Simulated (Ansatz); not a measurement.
Consider the substitution at a C–C bond: `CC(=O)C(=N)Br` + `[OH][GeH2][SH]` → `C[S][GeH2][OH]` + `N=C(Br)C=O`.

Computed with Ansatz on PBE0-D4/def2-TZVP structures; ΔE is electronic, products minus reactants. CBS: MP2 limit from def2 TZ/QZ plus the TZ coupled-cluster correction, frozen cores. DFT in def2-TZVPP. For Br, Ge outer-core shells are correlated without core-valence functions, which leaves a few kJ/mol of doubt a bond. Scalar relativity is left out up to krypton. One conformer a species, not always the lowest.

```tsv
level	ΔE (kJ/mol)
r2SCAN-D4	53.5
PBE	47.7
```

(1) What does CCSD(T)/CBS give? (Estimate.)

Largest T1 diagnostic among the species: 0.013.

Answers

(1) The calculation gave: +49.0 kJ/mol. The listed levels differ from it by 4.5, -1.3 kJ/mol.
